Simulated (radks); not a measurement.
Trend from N to Bi: ionisation energy by Delta-SCF between NIST ground configurations, and size. Calculated with a radial shooting solver on a logarithmic mesh with Libxc functionals: scalar-relativistic Kohn-Sham, LDA (Slater exchange, Perdew-Wang correlation), spin-polarised, spherical densities, finite nucleus; open shells are filled with parallel spins first (spin-orbit coupling, left out, can overturn this in heavy ions); Fermi nuclear charge, rms radius of each element as measured or else 0.836 A^(1/3) + 0.57 fm.

species      configuration  IE (eV)  NIST (eV)  kind  outermost  <r> outermost (bohr)
N             [He] 2s2 2p3   14.988     14.534  exp.         2p                  1.43
P             [Ne] 3s2 3p3   10.519     10.487  exp.         3p                  2.33
As       [Ar] 3d10 4s2 4p3    9.947      9.789  exp.         4p                  2.51
Sb       [Kr] 4d10 5s2 5p3    9.044      8.608  exp.         5p                  2.87
Bi                [Hg] 6p3    8.647      7.286  exp.         6p                  3.01

Reference values: NIST Atomic Spectra Database (exp. = measured, semi-emp. = semi-empirical, theory = theoretical value adopted there). Open shells are spherical and high-spin; term and fine-structure splittings are not resolved. Spin-orbit splitting is averaged out at the scalar-relativistic level.
